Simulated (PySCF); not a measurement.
B3LYP has the VWN-RPA correlation part, as in Gaussian. 

```xyz
7

O     -1.1201     0.7645    -0.4831
Si    -0.0054    -0.4051    -0.1921
O      1.1498     0.0429     0.8850
H     -1.6988     1.0191     0.2371
H     -0.6238    -1.6002     0.4268
H      0.5759    -0.6812    -1.5261
H      1.7527     0.7421     0.6279
```

Charge 0, multiplicity 1.

Task: Give the Mulliken and meta-Löwdin atomic charges from B3LYP-D3(BJ)/def2-TZVP // PBE0-D4/def2-TZVP in PySCF.

Result: 
| atom | Mulliken (e) | meta-Löwdin (e) |
|---|---|---|
| O1 | -0.52 | -0.76 |
| Si2 | 0.57 | 1.10 |
| O3 | -0.52 | -0.76 |
| H4 | 0.32 | 0.35 |
| H5 | -0.08 | -0.14 |
| H6 | -0.08 | -0.14 |
| H7 | 0.32 | 0.35 |
